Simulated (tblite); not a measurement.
C6H6O3 (charge -1 and doublet state).
Geometry (GFN2-xTB, Å), atoms numbered from 1 in this order:
```xyz
15
C6H6O3 angstrom
O     -1.954   -1.540   -1.859
C     -1.409   -0.828   -0.961
C     -2.157    0.131   -0.151
C     -1.579    0.875    0.799
O     -0.245    0.838    1.150
C      0.530   -0.069    0.362
C      1.983    0.018    0.634
O      2.713    0.827   -0.324
C     -0.031   -0.841   -0.632
H     -3.217    0.245   -0.336
H     -2.104    1.604    1.408
H      2.168    0.483    1.606
H      2.440   -0.985    0.617
H      2.227    0.750   -1.154
H      0.632   -1.499   -1.182
```

Method: GFN2-xTB as coded in tblite; computed harmonic values from a numerical Hessian at the method's own geometry, unscaled. Against measured fundamentals such values can be off by several per cent, at times by over 20. One conformer, not necessarily the lowest. Open shells enter through the occupations alone, without spin polarisation, and single modes of such species can be off by tens of per cent.

Harmonic wavenumbers (cm⁻¹): 51.7, 55.3, 141.6, 241.3, 272.3, 276.4, 315.4, 404.4, 429.9, 478.8, 548.9, 572.3, 713.3, 722.8, 791.2, 804.8, 860.0, 866.0, 900.1, 937.4, 954.8, 1130.8, 1140.8, 1156.3, 1214.2, 1241.0, 1271.9, 1305.8, 1324.2, 1453.0, 1460.8, 1565.7, 1667.7, 2818.0, 2960.4, 3001.4, 3029.2, 3052.8, 3530.9.

A = 2987, B = 1192, C = 909.8 MHz; mass 126.032 u (most abundant isotopes); point group C1, symmetry number 1; spin multiplicity 2.

Q: Zero-point energy?

A: Half the sum of the wavenumbers: 22832 cm⁻¹ = 273.13 kJ/mol.

Q: Give the ideal-gas entropy at 350 K and 1 bar in the rigid-rotor, harmonic-oscillator model (classical rotation).

A: Translation 172.51, rotation 123.28, vibration 119.65, spin (R ln 2) 5.76: S = 421.2 J/(mol K).

Q: And Cp and H(350 K) − H(0)?

A: Cp = 162.05 J/(mol K), of which vibrations give 128.79 (their classical limit is 39 R = 324.3); H(350 K) − H(0) = 33.85 kJ/mol without the zero-point energy, 22.21 from vibrations.

Q: Blend soft modes into free rotors: weight 1/[1 + (100 cm⁻¹/ν̃)⁴] for the oscillator and the rest for a rotor with moment μB/(μ + B), μ = h/(8π²ν), B = 10⁻⁴⁴ kg m². What vibrational entropy results?

A: 108.80 J/(mol K) in place of 119.65, which changes −T·S at 350 K by +3.80 kJ/mol.

Q: How do the functions run with temperature in this model?

A: 
```json
{"T (K)": "50", "S (J/(mol K))": "248.7", "Cp (J/(mol K))": "50.3", "H − H(0) (kJ/mol)": "2.05", "G − H(0) (kJ/mol)": "-10.39", "ln q(vib)": "0.50"}
{"T (K)": "100", "S (J/(mol K))": "288.7", "Cp (J/(mol K))": "67.8", "H − H(0) (kJ/mol)": "4.98", "G − H(0) (kJ/mol)": "-23.89", "ln q(vib)": "1.47"}
{"T (K)": "298.15", "S (J/(mol K))": "396.7", "Cp (J/(mol K))": "143.5", "H − H(0) (kJ/mol)": "25.92", "G − H(0) (kJ/mol)": "-92.36", "ln q(vib)": "5.63"}
{"T (K)": "373.15", "S (J/(mol K))": "431.8", "Cp (J/(mol K))": "169.9", "H − H(0) (kJ/mol)": "37.69", "G − H(0) (kJ/mol)": "-123.45", "ln q(vib)": "7.26"}
{"T (K)": "500", "S (J/(mol K))": "486.9", "Cp (J/(mol K))": "206.7", "H − H(0) (kJ/mol)": "61.68", "G − H(0) (kJ/mol)": "-181.77", "ln q(vib)": "10.03"}
{"T (K)": "750", "S (J/(mol K))": "580.6", "Cp (J/(mol K))": "254.5", "H − H(0) (kJ/mol)": "119.87", "G − H(0) (kJ/mol)": "-315.60", "ln q(vib)": "15.29"}
{"T (K)": "1000", "S (J/(mol K))": "658.1", "Cp (J/(mol K))": "283.6", "H − H(0) (kJ/mol)": "187.41", "G − H(0) (kJ/mol)": "-470.74", "ln q(vib)": "20.15"}
```

q(vib) and H(0) count from the zero-point level.

Q: Which modes carry the vibrational entropy at 350 K?

A: 51.7 cm⁻¹: 21.21; 55.3 cm⁻¹: 20.65; 141.6 cm⁻¹: 12.93; 241.3 cm⁻¹: 8.71; 272.3 cm⁻¹: 7.80; 276.4 cm⁻¹: 7.69 J/(mol K); the other 33 give 40.66 together.

Q: What must be added to the electronic energy to get the Gibbs energy at 350 K and 1 bar?

A: ZPE + [H(350 K) − H(0)] − T·S = 273.13 + 33.85 − 147.42 = 159.56 kJ/mol.

Hindered rotation and anharmonicity are outside this model. Other conformers, if any are populated, would add a mixing term that is left out. The structure is chiral; the term R ln 2 for an equal mix with its mirror image is left out.
